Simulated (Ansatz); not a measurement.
Dissociation curve of BrBe (cation, charge +1), lowest triplet found (which spin is the ground state isn't settled by this scan).

Level of theory: CCSDT(Q) on UHF/cc-pVDZ, cores with 3d frozen (Ansatz, a program for electronic structure).

The batch members p0 to p7 hold the bond at 1.54, 1.67, 1.78, 1.87, 1.98, 2.03, 2.10, 2.19 Å.

Ansatz input:

Ansatz 0.2 input:
```yaml
# input.yaml
basis:
  gaussian: { orbitals: cc-pvdz }
correlation:
  method: ccsdt_q
  electrons: outside_noble_gas
scf:
  omitted_lower_state_checks: [cluster_reference, increment]
batch:
  members: [p0.yaml, p1.yaml, p2.yaml, p3.yaml, p4.yaml, p5.yaml, p6.yaml, p7.yaml]

# p4.yaml, one of the 8 members of this batch
crystal:
  periodic: [false, false, false]
  atoms:
    - { symbol: Br, position_ang: [0.0, 0.0, 0.0] }
    - { symbol: Be, position_ang: [0.0, 0.0, 1.98] }
total_charge: 1
magnetization:
  spin_polarized: true
  initial_magnetization: 2
```

Lines of the output on each member:

```
Member 5: Total energy: -70390.25790488 eV, -2586.7942657738 hartree
Member 5: Checks for a lower state left out: cluster_reference, increment
Member 1: Total energy: -70388.01168196 eV, -2586.7117186039 hartree
Member 1: Checks for a lower state left out: cluster_reference, increment
Member 0: Total energy: -70385.79620214 eV, -2586.6303012224 hartree
Member 0: Checks for a lower state left out: cluster_reference, increment
Member 4: Total energy: -70390.13580861 eV, -2586.7897788187 hartree
Member 4: Checks for a lower state left out: cluster_reference, increment
Member 2: Total energy: -70389.12983368 eV, -2586.7528099218 hartree
Member 2: Checks for a lower state left out: cluster_reference, increment
Member 3: Total energy: -70389.70729499 eV, -2586.7740312335 hartree
Member 3: Checks for a lower state left out: cluster_reference, increment
Member 7: Total energy: -70390.44699560 eV, -2586.8012147295 hartree
Member 7: Checks for a lower state left out: cluster_reference, increment
Member 6: Total energy: -70390.37261416 eV, -2586.7984812623 hartree
Member 6: Checks for a lower state left out: cluster_reference, increment
```
